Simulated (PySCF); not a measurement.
[Eu(P5)2]+ at several levels of theory

Computed with PySCF 2.14.0 (density fitting, no spin-orbit coupling) at the geometry relaxed with TPSS:

```xyz
11
[Eu(P5)2]+ (singlet in the valence; each metal's 4f electrons, 6 of them, lie in its core potential, out of spins and levels)
Eu    0.0000    0.0000    0.0000
P     0.0000    1.8290    2.4977
P    -1.7395    0.5652    2.4977
P    -1.0751   -1.4797    2.4977
P     1.0751   -1.4797    2.4977
P     1.7395    0.5652    2.4977
P     0.0000   -1.8290   -2.4977
P    -1.7395   -0.5652   -2.4977
P    -1.0751    1.4797   -2.4977
P     1.0751    1.4797   -2.4977
P     1.7395   -0.5652   -2.4977
```

```csv
level,basis,state,HOMO (eV),gap (eV),charge on Eu1 (e),population of f-type functions on Eu1 (polarisation alone where 4f lies in the core),dipole about the centre of mass (D),largest force component (eV/Å)
TPSS,"Eu lcecp-1-SVP with ECP52, P def2-SVP",singlet,-10.35,1.40,1.17,0.03,0.00,0.01
PBE0,the same,singlet,-11.29,2.92,1.09,0.03,0.00,0.39
wB97X,the same,singlet,-13.45,6.84,0.93,0.03,0.00,0.83
PBE,the same,singlet,-10.21,1.26,0.94,0.03,0.00,0.08
HF,the same,singlet,-13.39,7.85,1.29,0.03,0.00,0.65
```

In the lcecp rows the 4f levels are missing from HOMO and gap, and the state counts the valence alone.

Charges are Mulliken's, which hang on the basis. The relaxation used the grid (50, 194), these runs (75, 302) or, all-electron (x2c bases, spin-free X2C Hamiltonian), (99, 590).

Q: What does TPSS with Eu lcecp-1-TZVP with ECP52, P def2-TZVP give here?

A: state singlet, HOMO (eV) -10.05, gap (eV) 1.38, charge on Eu1 (e) 1.28, population of f-type functions on Eu1 (polarisation alone where 4f lies in the core) 0.04, dipole about the centre of mass (D) 0.00, largest force component (eV/Å) 0.36. Time: 95 s on 4 threads of Arm Neoverse V2, on a shared host, from free ions and atoms.

In the first row's basis the gap widens with exact exchange: 1.3 to 1.4 eV for PBE, TPSS (none); 2.9 eV for PBE0 (a fixed share); 6.8 to 7.8 eV for wB97X, Hartree–Fock (rising or full at long range).

No frequency check is given that shows the relaxed geometry to be a minimum. An lcecp potential fixes the number of 4f electrons, so in runs with it no electron can move into or out of that shell.
